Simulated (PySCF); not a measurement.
Molecule: SMILES C=C/C=C\B, C$_{4}$H$_{7}$B.

Structure with atom numbers: `[BH2:1]/[CH:2]=[CH:3]\[CH:4]=[CH2:5]`; H(Xn) means a hydrogen on atom n. Ha(C5) is cis to C3; Hb(C5) is trans to C3.

Spin–spin couplings on one PBE0-D3(BJ)/def2-SVP geometry, PySCF 2.14, gas phase, non-relativistic, equivalent pairs averaged (spin–dipole term only in couplings to heteroatoms); isotopes ¹³C, ¹H, ¹¹B; functional B3LYP.

Q: How do the couplings (Hz) change with the basis set? Times are CPU seconds on shared hosts with different chips, so compare them loosely. Far from the basis limit: 6-31G*, pcJ-0, def2-TZVP, cc-pVTZ.

A: 
| basis set | functions | ¹J(C5,Hb(C5)) | ¹J(C5,Ha(C5)) | ¹J(C4,H(C4)) | ¹J(C3,H(C3)) | ¹J(C2,H(C2)) | ¹J(B1,H(B1)) | ¹J(C4,C5) | core-s |
| --- | --- | --- | --- | --- | --- | --- | --- | --- | --- |
| 6-31G* | 84 | 170.9 | 167.8 | 165.0 | 155.4 | 150.2 | 144.2 | 86.3 | 12 |
| pcJ-0 | 86 | 150.4 | 145.7 | 149.2 | 138.7 | 131.8 | 121.9 | 54.9 | 12 |
| def2-TZVP | 197 | 162.1 | 157.8 | 159.6 | 149.5 | 142.1 | 128.7 | 73.0 | 38 |
| pcJ-1 | 205 | 171.6 | 166.2 | 166.3 | 155.6 | 150.3 | 134.1 | 74.7 | 20 |
| cc-pVTZ | 248 | 155.0 | 149.8 | 150.7 | 141.4 | 136.5 | 130.2 | 73.3 | 51 |

The Fermi-contact term samples the wavefunction at the nucleus, which is why sets with added tight s functions (names with J) are made for couplings.
